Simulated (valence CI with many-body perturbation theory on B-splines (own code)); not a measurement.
## Hyperfine factors and g values of Lu XXIII

Computed by relativistic CI+MBPT: three valence electrons over a frozen Dirac-Fock core [Kr] 4d10, radial functions for each j: 7 s, 7 p, 7 d, 7 f, 4 g, 2 h, with the one-electron correlation potential Σ1 (screened to all orders), the two-electron term Σ2, the three-electron term Σ3, Breit, model QED; selected single and double excitations, second order for the rest, scaled by the run's own slope (own B-spline code, finite nucleus).

No measured levels were compared; by estimate terms of the open shell hold to a few per cent of their energy, and close levels can change places. Excitations out of the core, of the other parity, are not computed and may begin above about 148 eV (a cautious bound); beyond it only levels of the ground parity were kept, without lifetimes.

A/g_I is the dipole constant over the nuclear g factor μ/I (μ in nuclear magnetons, uniformly magnetised nucleus), B/Q the quadrupole constant per barn. Both hold the static response of the core; the bare values leave it out. Large factors of s and p1/2 electrons are usually good to 5 to 10 %; those of open d and f shells near neutrality can be off by tens of per cent, and small factors of p3/2, d and f electrons come from cancelling terms and can be off by a factor of two or in sign, in half-filled shells by more. B is blank for J = 1/2, where it vanishes, and for nearly pure S terms. Energies count from the lowest level.

Names give the largest LS component (configuration and term), which can be under half, so a name can repeat, a term be missing and a line seem to break the LS rules; names also repeat where a configuration has a term twice. Letters in brackets count levels of one name in rising energy.

| Level | E (cm⁻¹) | g | A/g_I (MHz) | A/g_I bare | B/Q (MHz/b) | B/Q bare |
| --- | --- | --- | --- | --- | --- | --- |
| 4f3 4I°_9/2 | 0.0 | 0.751 | 3370 | 3160 | 1140 | 1010 |
| 4f3 4I°_11/2 | 14061 | 0.968 | 2410 | 2450 | 1340 | 1170 |
| 4f3 4I°_13/2 | 26672 | 1.098 | 1880 | 2090 | 1690 | 1450 |
| 4f3 4F°_3/2 | 31210 | 0.569 | 3910 | 3430 | -693 | -607 |
| 4f3 2H°_9/2 [a] | 36696 | 1.009 | 2410 | 2540 | -1410 | -1250 |
| 4f3 4I°_15/2 | 38029 | 1.181 | 1590 | 1910 | 2160 | 1840 |
| 4f3 4F°_5/2 | 40640 | 1.021 | 2110 | 2210 | -194 | -176 |
| 4f3 4S°_3/2 | 44724 | 1.700 | -437 | 554 | -509 | -465 |
| 4f3 4F°_7/2 | 45180 | 1.100 | 1920 | 2140 | -2340 | -2080 |
| 4f3 4G°_5/2 | 48662 | 0.614 | 3690 | 3260 | -1090 | -940 |
| 4f3 4G°_7/2 | 54574 | 1.029 | 2070 | 2180 | 1240 | 1090 |
| 4f3 4F°_9/2 | 55395 | 1.190 | 1490 | 1810 | -1070 | -948 |
| 4f3 2H°_11/2 [a] | 57590 | 1.111 | 1720 | 1930 | -244 | -253 |
| 4f3 2K°_13/2 | 59209 | 0.944 | 2420 | 2420 | 4650 | 4080 |
| 4f3 2G°_7/2 [a] | 64879 | 0.980 | 2110 | 2130 | -2370 | -2080 |
| 4f3 2D°_3/2 [a] | 65572 | 1.134 | 1440 | 1650 | -237 | -194 |
| 4f3 4G°_9/2 | 67309 | 1.140 | 1690 | 1950 | 298 | 253 |
| 4f3 2K°_15/2 | 69401 | 1.040 | 2070 | 2200 | 5770 | 5030 |
| 4f3 2P°_1/2 | 69824 | 0.469 | 6300 | 5980 |  |  |
| 4f3 2D°_5/2 [a] | 75868 | 1.196 | 1710 | 2080 | -266 | -222 |
| 4f3 4G°_11/2 | 76256 | 1.171 | 1650 | 1960 | 700 | 591 |
| 4f3 2G°_9/2 [a] | 80743 | 1.125 | 1610 | 1830 | -1240 | -1070 |
| 4f3 2D°_5/2 [b] | 80799 | 1.240 | 1260 | 1640 | -512 | -454 |
| 4f3 4D°_3/2 | 81125 | 1.083 | 1940 | 2140 | 450 | 406 |
| 4f3 2I°_11/2 | 84726 | 1.020 | 2010 | 2100 | 2500 | 2170 |
| 4f3 4D°_1/2 | 89658 | 0.190 | 6410 | 5590 |  |  |
| 4f3 2D°_3/2 [b] | 91955 | 1.068 | 1910 | 2070 | 590 | 523 |
| 4f3 2L°_15/2 | 92928 | 0.980 | 2080 | 2100 | 6950 | 6080 |
| 4f3 2I°_13/2 | 94160 | 1.069 | 1980 | 2160 | 3080 | 2700 |
| 4f3 4D°_7/2 | 95940 | 1.408 | 454 | 1030 | 4130 | 3590 |
| 4f3 2L°_17/2 | 97152 | 1.057 | 1970 | 2120 | 8510 | 7430 |
| 4f3 2H°_9/2 [b] | 98078 | 0.940 | 2210 | 2180 | 1510 | 1320 |
| 4f3 2F°_5/2 [a] | 106320 | 1.069 | 2220 | 2420 | 160 | 138 |
| 4f3 2D°_3/2 [c] | 107630 | 0.966 | 2060 | 2050 | -1110 | -976 |
| 4f3 2H°_11/2 [b] | 110520 | 1.062 | 1810 | 1940 | 1360 | 1200 |
| 4f3 2D°_5/2 [c] | 123790 | 1.072 | 1860 | 2020 | 3490 | 3050 |
| 4f3 2F°_7/2 [a] | 124310 | 1.143 | 1700 | 1970 | 1310 | 1140 |
| 4f3 2G°_9/2 [b] | 136650 | 1.100 | 1890 | 2110 | 2630 | 2320 |
| 4f3 2G°_7/2 [b] | 140430 | 0.907 | 2210 | 2120 | 4340 | 3790 |
| 4f3 2F°_7/2 [b] | 189240 | 1.131 | 1570 | 1800 | 5260 | 4610 |

Task: Take the isotope of mass number 175, with I = 7/2, μ = 2.2257 μN and Q = 3.49 b. What is the hyperfine structure of 4f3 4I°_13/2?

Result: From the table A = 1200 MHz, B = 5890 MHz. Shifts from the centre of gravity in MHz: F = 3: -29200, F = 4: -25500, F = 5: -20500, F = 6: -14200, F = 7: -6390, F = 8: 3210, F = 9: 14800, F = 10: 28800.
